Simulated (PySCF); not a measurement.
**Simulated absorption spectrum**

Compound: 3-ethylthiophene, C₆H₈S.
Z-matrix (Å and degrees, PBE0-D3(BJ)/def2-SVP geometry), rows numbered from 1:
```
C 
C   1  1.5264
C   2  1.5012  1  113.00
C   3  1.4309  2  124.02  1    73.81
C   4  1.3686  3  113.13  2  -178.05
S   5  1.7168  4  111.50  3     0.02
C   3  1.3735  2  124.72  1  -103.87
H   1  1.1010  2  111.23  3   -58.78
H   1  1.1005  2  110.91  3    60.63
H   1  1.1009  2  111.22  3  -178.98
H   2  1.1031  1  109.45  3   121.76
H   2  1.1013  1  109.78  3  -122.16
H   4  1.0917  3  123.65  2     2.30
H   5  1.0891  4  128.21  3  -179.50
H   7  1.0896  3  127.46  2    -2.12
```

Computed, not measured: TDDFT CAM-B3LYP/def2-SVPD, vertical, gas phase, core orbitals frozen in the response in PySCF 2.14.0, density-fitted response routines.

Computed states:

| state | E (eV) | f |
| --- | --- | --- |
| S1 | 5.72 | 0.089 |
| S2 | 5.91 | 0.091 |
| S3 | 6.18 | 0.0050 |
| S4 | 6.37 | 0.0029 |
| S5 | 6.64 | 0.014 |
| S6 | 6.90 | 0.0051 |
| S7 | 7.08 | 0.049 |
| S8 | 7.34 | 0.075 |
| S9 | 7.40 | 0.018 |
| S10 | 7.41 | 0.201 |

Broadening: Gaussians 0.4 eV wide at half height, area fixed by f = 4.319×10⁻⁹ ∫ε dν̃. The width is an assumption, not a result. The curve ends short of the highest state used, and states not computed would add to its high-energy end.

Problem. What does the envelope look like, and where are its maxima?

Solution. 
(E (eV), ε (L mol⁻¹ cm⁻¹)): (5.12, 11), (5.15, 21), (5.18, 38), (5.21, 65), (5.24, 110), (5.28, 209), (5.31, 328), (5.34, 500), (5.37, 738), (5.40, 1059), (5.43, 1476), (5.46, 2000), (5.49, 2634), (5.52, 3376), (5.55, 4211), (5.58, 5119), (5.61, 6065), (5.64, 7012), (5.68, 8199), (5.71, 8976), (5.74, 9611), (5.77, 10071), (5.80, 10332), (5.83, 10381), (5.86, 10216), (5.89, 9847), (5.92, 9296), (5.95, 8594), (5.98, 7779), (6.01, 6894), (6.04, 5983), (6.08, 4800), (6.11, 3981), (6.14, 3249), (6.17, 2618), (6.20, 2095), (6.23, 1677), (6.26, 1356), (6.29, 1123), (6.32, 964), (6.35, 867), (6.38, 820), (6.41, 812), (6.44, 835), (6.48, 898), (6.51, 959), (6.54, 1025), (6.57, 1091), (6.60, 1153), (6.63, 1212), (6.66, 1271), (6.69, 1336), (6.72, 1417), (6.75, 1524), (6.78, 1671), (6.81, 1869)

Maxima: 213 nm (5.82 eV), ε about 10000, made up of S1 (48%) and S2 (51%) (ε in L mol⁻¹ cm⁻¹; maxima over ε = 5, shares over 10%). At its high-energy end, 6.81 eV, the curve is still rising (ε about 1900, from S5, S6 and S7).

Problem. On this curve, what absorbance would a 10⁻³ mol/L sample give at 222 nm over a 1 cm path?

Solution. 222 nm is 5.585 eV, where ε is about 5300 L mol⁻¹ cm⁻¹, so A = ε c l ≈ 5.3 (Beer–Lambert, with the gas-phase spectrum and the assumed width).

Problem. Coming from long wavelengths, where does ε first pass 100 L mol⁻¹ cm⁻¹?

Solution. At about 237 nm (5.24 eV), 0.49 eV below S1.

Problem. What would ε be at 5.82 eV, the highest of these maxima, with half the width (0.2 eV)?

Solution. About 12800 L mol⁻¹ cm⁻¹ against 10400, a factor of about 1.2; a lone state at its own centre would give exactly 2.

The vertical ionisation energy (ΔSCF) is 8.64 eV, 1.23 eV above S10.

One conformer stands for the species.
